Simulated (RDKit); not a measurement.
Job for RDKit: UFF on CH6SSi (SMILES C[SiH2]S), a point of a torsion scan.

```python
from rdkit import Chem
from rdkit.Chem import AllChem, rdDetermineBonds

blocks = [
'''9

C    -1.03917229    0.53118538    0.11347704
Si    0.24033181   -0.84240490   -0.08548523
S     2.10130023   -0.02350625    0.63683011
H    -2.01543739    0.20266212   -0.22916929
H    -0.76167830    1.41211127   -0.45931839
H    -1.13275932    0.83276290    1.15337809
H    -0.05962951   -2.01438168    0.73309870
H     0.44996036   -1.21914277   -1.48111849
H     2.83299406   -1.10383305    0.41715099
''',
]
mol = None
for b in blocks:
    f = Chem.MolFromXYZBlock(b)
    rdDetermineBonds.DetermineBonds(f, charge=0)
    mol = f if mol is None else Chem.CombineMols(mol, f)
Chem.SanitizeMol(mol)
print(Chem.MolToSmiles(Chem.RemoveHs(mol)))
ff = AllChem.UFFGetMoleculeForceField(mol, vdwThresh=100.0, ignoreInterfragInteractions=False)
e = ff.CalcEnergy()
print(f'UFF energy {e:.6f} kcal/mol')
```

It printed:

```
C[SiH2]S
UFF energy 2.724663 kcal/mol
```

The run finished.

Cost: roughly 0.010 core-seconds.
